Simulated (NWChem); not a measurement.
Atomisation of ethylmethylamine (C$_{3}$H$_{9}$N)

```xyz
13

C     -1.8893    -0.1016     0.2542
C     -0.4803    -0.5229    -0.1521
N      0.4865     0.5352     0.0976
C      1.8506     0.1848    -0.2494
H     -2.1844     0.8298    -0.2695
H     -2.6294    -0.8915     0.0166
H     -1.9516     0.0922     1.3466
H     -0.2158    -1.4915     0.3578
H     -0.4602    -0.7517    -1.2422
H      0.4387     0.8106     1.0866
H      2.5379     1.0135     0.0168
H      1.9340     0.0318    -1.3474
H      2.2391    -0.7515     0.2358
```
Charge 0, spin multiplicity 1.

Program: NWChem. All single points use one geometry, from PBE/def2-SVP, a minimum by its harmonic frequencies. It is one conformer; others weren't searched.

Basis set: def2-TZVP. The atomisation energy is electronic alone: no zero-point, thermal, spin-orbit or counterpoise terms. No value is extrapolated to the basis-set limit. Free atoms are single determinants with multiplicities C 3, N 4, H 2.

The stability of the SCF solutions was not checked. Open-shell Hartree-Fock references start from PBE0 orbitals.

Problem. One of these methods gave an atomisation energy of 855.1 kcal/mol. Which?
(A) CAM-B3LYP
(B) HF
(C) PBE
(D) LDA (SVWN5)

Solution. B, HF. The others give 1167.7 (CAM-B3LYP), 1181.3 (PBE), 1322.9 (LDA (SVWN5)).
